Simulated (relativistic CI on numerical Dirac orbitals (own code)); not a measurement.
Hyperfine structure of In¹⁹⁺, mass number 113

Calculated at this level of theory: Dirac-Coulomb-Breit CI, orbitals from a KLI potential per configuration, model QED, unscaled Slater integrals (own radial code, finite nucleus).

CI space (outside the closed core [Ar] 3d10): 4s2, 4s.4p, 4p2, 4s.4d, 4d2, 4s.4f, 4p.4d, 4f2, 4p.4f, 4d.4f, 4s.5s, 4s.5p, 4s.5d, 4s.5f, 4s.5g, 4s.6s. Levels of other configurations are missing.

Nuclear spin I = 9/2, μ = 5.5208 μN, Q = 0.761 b (tables of Stone and Pyykkö). The electronic factors are computed for point nuclear moments, without core polarisation or the Bohr-Weisskopf and QED corrections.

| Level | E (eV) | A (GHz) | B (GHz) |
| --- | --- | --- | --- |
| 4s.4p 3P°_1 | 38.741 | 139.7 | -6.41 |
| 4s.4p 3P°_2 | 46.695 | 74.23 | 14.5 |
| 4s.4p 1P°_1 | 57.659 | -22 | 13.3 |
| 4p2 3P_1 | 93.214 | -3.802 | 7.26 |
| 4p2 1D_2 | 93.607 | 26.83 | 12.6 |
| 4p2 3P_2 | 103.049 | 11.89 | -0.979 |
| 4s.4d 3D_1 | 120.267 | -58.29 | 1.08 |
| 4s.4d 3D_2 | 120.925 | 33.64 | 1.6 |

Levels with J = 0, under 50 % of one LS term, or S terms without an open s electron are left out. Small factors come from cancelling terms and can be off by tens of per cent or more.

At this charge energies of transitions that change n are usually good to better than 1 %, and those within a shell (Δn = 0) to a few per cent.

Give the hyperfine levels of 4s.4p 3P°_1 relative to its centre of gravity.

With K = F(F + 1) − I(I + 1) − J(J + 1), E = AK/2 + B[¾K(K + 1) − I(I + 1)J(J + 1)]/[2I(2I − 1)J(2J − 1)]: F = 7/2: -771.1, F = 9/2: -135.4, F = 11/2: 626.9 GHz.

LS names give the leading component of a level, which can be under half, so a name can repeat, a term be missing and a line seem to break the LS rules.
